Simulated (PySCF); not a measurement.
# Ar (argon, neutral): UHF calculation

Configuration: [Ar], closed-shell 1S. All numbers are calculated (PySCF 2.14, the spin-free X2C one-electron Hamiltonian (Gaussian nucleus), in dyall-acv3z (19s12p6d4f, 113 functions)).

| Quantity | Value |
| --- | --- |
| Total energy | -528.631798 hartree |
| One-electron energy | -730.7029 hartree |
| Hartree (Coulomb) energy | 232.4210 hartree |
| Exchange energy | -30.3499 hartree |
| ⟨S²⟩ | 0.0000 |
| ⟨L²⟩ | 0.000 |
| Sum of ⟨r⟩ | 16.05 bohr |
| Sum of ⟨r²⟩ | 25.98 bohr² |
| Langevin diamagnetic susceptibility | -20.6 ×10⁻⁶ cm³/mol |

| shell | electrons | mean orbital energy (hartree) | rms radius, mean of both spins (bohr) |
| --- | --- | --- | --- |
| 1s | 2 | -119.09004 | 0.0991 |
| 2s | 2 | -12.40912 | 0.446 |
| 2p | 6 | -9.57449 | 0.417 |
| 3s | 2 | -1.28647 | 1.53 |
| 3p | 6 | -0.59038 | 1.82 |

Densities and radii are taken from the X2C orbitals without a picture-change correction, which distorts them close to the nucleus.

Spin-orbit constants ζ (cm⁻¹) from the X2C one-electron operator on these orbitals: bare nucleus, nucleus screened by l(l+1)(2l+1)/3 electrons, and screened by the Breit-Pauli mean field of the electrons.

| shell | bare | screened nucleus | mean field |
| --- | --- | --- | --- |
| 2p | 13110 | 11660 | 11000 |
| 3p | 945.6 | 840.5 | 782.7 |
